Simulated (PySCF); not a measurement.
disulfane (H₂S₂), SMILES SS.

Geometry: B3LYP-D3(BJ)/def2-TZVP.

Two levels are set side by side: TDA-PBE/def2-TZVPD (PySCF) and EOM-CCSD/aug-cc-pVDZ (PySCF). Vertical, same geometry; the bases differ. Differences are taken from unrounded values.

| quantity | EOM-CCSD |
|---|---|
| lowest singlet excitation (eV) | 4.95 |
| lowest triplet excitation (TDA for PBE) (eV) | 4.28 |

Task: What does TDA-PBE give, and how far is it from EOM-CCSD? (Estimate from the structure and the level; the computed values follow.)

Result: 
```tsv
quantity	TDA-PBE	TDA-PBE minus EOM-CCSD
lowest singlet excitation (eV)	4.45	-0.50
lowest triplet excitation (TDA for PBE) (eV)	3.75	-0.53
```

A lower first singlet is the usual sign of a functional without exact exchange. Differences between two approximate levels are no errors against the true value.

Rough cost on one machine, each run with all the roots and properties that it gave: EOM-CCSD against TDA-PBE about 3 times.
